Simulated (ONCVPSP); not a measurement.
# How hard is this Mg ONCV potential?

magnesium, optimised norm-conserving Vanderbilt (ONCV), made with ONCVPSP 4.0.1 (PBE, scalar-relativistic). Core [He], reference 2s2 2p6 3s2. Waves: 2s+3s: rc 0.40 bohr, ncon 4, nbas 7, qcut 26 1/bohr, 2 projectors; 2p: rc 1.00 bohr, ncon 4, nbas 8, qcut 13.1 1/bohr, 1 projector; d scattering state at 0.09 Ha: rc 0.95 bohr, ncon 4, nbas 9, qcut 8.9 1/bohr, 2 projectors, debl 1.6 Ha. Local part: polynomial inside 0.30 bohr (lpopt 5, dvloc0 4 Ha). Core correction: Teter function, fcfact 3.25, rcfact 1.45.

For each optimised wave give the share of its norm inside rc, the residual kinetic energy above qcut (Ha) and the cutoffs (Ha) for errors of 10, 1, 0.1 and 0.01 mHa per electron.

```json
{"wave": "2s", "norm inside rc": "0.140", "residual KE": "2.1e-04", "10 mHa": "224.9", "1 mHa": "294.7", "0.1 mHa": "497.8", "0.01 mHa": "868.5"}
{"wave": "3s", "norm inside rc": "0.007", "residual KE": "6.9e-06", "10 mHa": "36.3", "1 mHa": "150.5", "0.1 mHa": "253.6", "0.01 mHa": "319.9"}
{"wave": "2p", "norm inside rc": "0.830", "residual KE": "1.8e-05", "10 mHa": "57.8", "1 mHa": "69.7", "0.1 mHa": "79.0", "0.01 mHa": "108.7"}
{"wave": "d projector 1", "norm inside rc": "0.000", "residual KE": "1.2e-06", "10 mHa": "0.8", "1 mHa": "3.6", "0.1 mHa": "12.7", "0.01 mHa": "27.5"}
{"wave": "d projector 2", "norm inside rc": "0.039", "residual KE": "2.3e-04", "10 mHa": "16.7", "1 mHa": "31.4", "0.1 mHa": "44.6", "0.01 mHa": "143.9"}
```

The occupied waves need 295 Ha and 498 Ha for 1 and 0.1 mHa. Rows with under 1 % of the norm inside rc give no meaningful cutoff. Note: ghosts flagged at negative energy: s at -1115.3 eV; GHOST(+) flagged for d at 177.7 eV. A true bound ghost makes a file unfit for plane-wave use.
